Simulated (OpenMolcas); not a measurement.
Pt2+ with 5 ligands (fluoride) in square pyramidal coordination (C4v) at 2.04 Å, the axial distance 1.938 Å. A charge of +0.6 e stands 2.8 Å behind each ligand. Ligand basis ANO-RCC-VDZP.

```yaml
Program: OpenMolcas
Method: CASSCF
Basis: ANO-RCC-VDZP [7s6p4d2f]
Scalar_Hamiltonian: DKH2, point nucleus
Active_space: 8 electrons in 5 orbitals (5d)
State_averaging: 2S+1 = 3 even, 10 roots; 2S+1 = 1 even, 15 roots
Spin-orbit_coupling: RASSI with atomic mean-field integrals over the reference wave functions
```

(1) What is the spin-free ground state?

(2) Where is the first state of the same spin?

(3) What are the lowest two levels with spin-orbit coupling?

(4) What is χT at 300 K, and how does it compare with the textbook value?

Answers

(1) A state of multiplicity 3, 1-fold in its orbital part; it has the highest spin that d8 allows.

(2) A 2-fold state lies at 11000 cm-1 above the ground state.

(3) A 1-fold level, then a 2-fold level 150.6 cm-1 above it. Their leading multiplicities are 3 (98 %) and 3 (98 %).

(4) The lowest level has 2S+1 = 3, for which the spin-only value is χT = S(S+1) / 2 = 1.000 cm3 K/mol (g = 2). The computed 1.725 at 300 K differs by +0.725, through orbital momentum, spin-orbit coupling and any other state in reach.

Without dynamic correlation the repulsion within the d shell is too large (B by tens of per cent), so at a given field states of lower spin stand too high. Real 4d8 and 5d8 ions are as a rule square planar and diamagnetic. This shell can be high or low spin here, a state of another spin lies low, and with metal d orbitals alone active their balance is uncertain, so the ground spin may be wrong. The least metal-like active orbital is 78 % on the metal (Löwdin) and no ligand orbital is active, so the numbers are rough. With metal d orbitals alone the field can be off either way by tens of per cent. Ligand-to-metal charge-transfer states are missing. With no ligand orbital active B as a rule stays too high, so bands that hang on it stand too high and its fall with covalency is understated. No measured value stands beside these numbers; the geometry is a model, was not optimised and need not be the one that this ion takes.
